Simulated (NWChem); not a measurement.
System: K, doublet

NWChem input:

```
start job
memory heap 200 mb stack 900 mb global 1100 mb
geometry units angstroms noautoz
  K      0.000000     0.000000     0.000000
end
basis spherical
  * library def2-svp
end
dft
  odft
  mult 2
  xc xpbe96 cpbe96
  iterations 150
  mulliken
end
task dft energy
```

No stability test was run on the SCF state.

**Question.** Predict the main results of this run. (PBE/def2-SVP, spin-unrestricted.) Quantities: energy (Ha); highest occupied level (eV); lowest empty minus highest occupied level, either spin (eV); <S²>.

**Answer.** 
```json
{
  "energy (Ha)": "-599.61",
  "highest occupied level (eV)": "-2.56",
  "lowest empty minus highest occupied level, either spin (eV)": "1.13",
  "<S²>": "0.750"
}
```
